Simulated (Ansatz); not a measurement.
Coupled-cluster run, `[CH3][Zn][BH]F`.

```yaml
crystal:
  periodic: [false, false, false]
  atoms:
    - {symbol: C, position_ang: [-0.890990, 1.305635, -0.819432]}
    - {symbol: Zn, position_ang: [0.089294, -0.131916, 0.062510]}
    - {symbol: B, position_ang: [1.130870, -1.702053, 0.994994]}
    - {symbol: F, position_ang: [2.022068, -1.439150, 1.945718]}
    - {symbol: H, position_ang: [-1.881081, 0.970911, -1.141872]}
    - {symbol: H, position_ang: [-1.030161, 2.158894, -0.149590]}
    - {symbol: H, position_ang: [-0.357053, 1.662729, -1.704785]}
    - {symbol: H, position_ang: [1.009252, -2.882150, 0.756656]}
basis:
  gaussian: {orbitals: def2-TZVPP}
correlation: {method: ccsd_t, frozen_orbitals: {B: 1, C: 1, F: 1, H: 0, Zn: 9}}
output: {orbitals: {seedname: orbitals}}
```

```sh
$ ansatz run in.yaml --threads 4 --pin off --events-out ev --progress --plain --max-ram 10444MiB
```

Log, shortened:

```
Functional definition: HF
1342 factors; integrals over basis functions are off by at most 1.0e-3 eV
mean field evaluation 1: about -52846.2066 eV, gradient 3.8e1 eV
mean field evaluation 2: about -52846.4515 eV, gradient 3.9e1 eV
mean field evaluation 4: about -52849.9562 eV, gradient 5.1e0 eV
mean field evaluation 8: about -52850.0205 eV, gradient 6.1e-1 eV
mean field -52850.02132998 eV, -1942.2024608456 hartree, gradient 2.0e-6 eV, S^2 0.000000; 0 other end points of the search recorded, 0 dependent functions left out
12 core orbitals not correlated: weight in the atoms' cores, before any rotation towards them, 1.000 or more for the frozen orbitals, at most 0.000 for the correlated occupied ones
reference -52850.02132998 eV, -1942.2024608456 hartree; 15, 15 occupied and 186, 186 virtual orbitals, 1342 factors
second order -28.31241323 eV of doubles, -0.00000000 eV of singles
cycle   1  -26.76999752 eV  change     1.5e0 eV  update   1.3e-1
cycle   2  -27.54813623 eV  change   -7.8e-1 eV  update   5.4e-2
cycle   3  -27.72712423 eV  change   -1.8e-1 eV  update   2.2e-2
cycle   4  -27.70207944 eV  change    2.5e-2 eV  update   6.9e-3
cycle   5  -27.68986517 eV  change    1.2e-2 eV  update   2.5e-3
cycle   6  -27.69254880 eV  change   -2.7e-3 eV  update   9.6e-4
cycle   7  -27.69263811 eV  change   -8.9e-5 eV  update   2.9e-4
cycle   8  -27.69221703 eV  change    4.2e-4 eV  update   1.0e-4
cycle   9  -27.69226339 eV  change   -4.6e-5 eV  update   3.4e-5
cycle  10  -27.69231013 eV  change   -4.7e-5 eV  update   1.2e-5
cycle  11  -27.69228145 eV  change    2.9e-5 eV  update   5.4e-6
perturbative correction -0.91324475 eV, -0.0335611256 hartree
Total energy: -52878.62685618 eV, -1943.2536945441 hartree
```

Hardware: 4 threads of an Intel Xeon Platinum 8488C on a shared host. Wall time 32 s, peak host memory 3.1 GiB.

The correlation energy is -28.606 eV, 3.2 % of it from (T); the T1 diagnostic reads 0.0144.
